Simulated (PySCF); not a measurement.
ClGe2H7Si, CH6BGeN (calculated)

All values are calculated (PySCF 2.14.0). Calculation on a computer-drawn molecule: optimised geometry and harmonic frequencies of an isolated molecule of the commonest isotopes, restricted reference for singlets and unrestricted otherwise, frozen core in MP2; on germanium a core potential holds 10 electrons, which the energies leave out, and 3d is frozen in MP2 and coupled-cluster steps.

Common to all runs: charge 0; multiplicity 1; method HF; basis and core potential on germanium cc-pVDZ-PP ECP10MDF.

(1) ClGe2H7Si

Start structure:
```xyz
11
ClGe2H7Si
Cl    -2.0124     1.1950    -2.1239
Si    -1.1601     0.0580    -0.6676
Ge     1.0671    -0.3034    -1.1930
Ge    -1.4404     1.2756     1.3709
H     -1.9259    -1.1482    -0.5783
H      1.3827    -1.5988    -1.7342
H      1.6599     0.7030    -2.1554
H      1.9835    -0.2466     0.0195
H     -2.6092     0.8800     2.2362
H     -0.2084     1.1542     2.3639
H     -1.6231     2.7736     1.3252
```

```
basis                                         : cc-pV(D+d)Z
rotational constants                          : 1.679, 0.7617, 0.551 GHz
total energy                                  : -1339.3165 hartree
convergence status largest gradient component : 1.573e-05 hartree/bohr
```

Drawn bonds:
```tsv
atom	other atom	order
1	2	1
2	3	1
2	4	1
2	5	1
3	6	1
3	7	1
3	8	1
4	9	1
4	10	1
4	11	1
```

Optimised structure:
```xyz
11
ClGe2H7Si
Cl    -2.3017     0.6312    -2.0419
Si    -1.1228    -0.0749    -0.4583
Ge     1.1516    -0.2131    -1.2282
Ge    -1.4342     1.4003     1.4157
H     -1.6286    -1.4249    -0.1292
H      1.2406    -1.1364    -2.4455
H      1.6571     1.1805    -1.6105
H      2.0384    -0.7716    -0.1084
H     -2.9141     1.4555     1.8020
H     -0.6219     0.8882     2.6115
H     -0.9509     2.8076     1.0560
```

Modes:
```tsv
frequency (cm⁻¹)	reduced mass (dalton)
73.97	8.324
82.97	1.051
94.32	1.046
110.6	9.644
134.1	6.909
289.8	6.23
401.5	3.083
444.3	1.039
501.4	1.749
515.5	1.384
552.3	1.467
566	1.984
770.4	1.11
820.8	1.073
880.6	1.05
901.6	1.045
959.8	1.018
961.4	1.02
963.2	1.019
966.8	1.021
2210	1.022
2215	1.022
2223	1.024
2226	1.024
2229	1.013
2234	1.013
2316	1.042
```

(2) CH6BGeN

Start structure:
```xyz
10
CH6BGeN
C     -1.7389    -0.0134     0.1985
B     -0.2555     0.0531     0.3189
N      0.6318    -0.4302    -0.6196
Ge     2.5720    -0.3179    -0.6061
H     -2.0741    -0.4900    -0.7436
H     -2.2629    -0.5399     0.9522
H     -2.2099     1.0197     0.2273
H      0.3242     0.5505     1.2992
H      0.2255    -0.7962    -1.4385
H      2.6420    -1.0780    -2.0352
```

```
basis                                         : cc-pVDZ
rotational constants                          : 33.16, 1.636, 1.574 GHz
total energy                                  : -413.9172 hartree
convergence status largest gradient component : 2.581e-05 hartree/bohr
```

Drawn bonds:
```tsv
atom	other atom	order
1	2	1
2	3	1
3	4	1
1	5	1
1	6	1
1	7	1
2	8	1
3	9	1
4	10	1
```

Optimised structure:
```xyz
10
CH6BGeN
C     -1.7935     0.0035     0.1877
B     -0.2162     0.0663     0.3057
N      0.6630    -0.4236    -0.6940
Ge     2.5130    -0.3613    -0.5821
H     -2.1580    -0.4608    -0.7332
H     -2.2117    -0.5480     1.0375
H     -2.2135     1.0141     0.2500
H      0.2872     0.5531     1.2893
H      0.2396    -0.8275    -1.5101
H      2.7442    -1.0582    -1.9976
```

Modes:
```tsv
frequency (cm⁻¹)	reduced mass (dalton)
107.8	1.576
128.8	1.819
192.4	3.558
331.8	3.703
332.6	1.182
683.2	2.293
694.3	1.159
835.1	1.277
864	1.668
885.2	1.124
1046	1.696
1058	1.946
1178	1.418
1290	1.595
1421	1.353
1482	2.038
1560	1.051
1563	1.106
1957	1.021
2646	1.092
3154	1.039
3214	1.097
3232	1.102
3787	1.076
```
